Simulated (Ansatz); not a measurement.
Species: C3H3Cl, SMILES `C=C=CCl` (charge 0, multiplicity 1), formula C3H3Cl.

**Question.** How many basis functions does frozen-core CCSD(T)/cc-pVQZ // B3LYP-D3(BJ)/def2-TZVP (Ansatz, a first-principles code) use, how many core orbitals are frozen, and how many electrons are correlated?

**Answer.** 314 basis functions and 8 frozen orbitals, which leaves 22 correlated electrons. Core time is of the order of minutes.
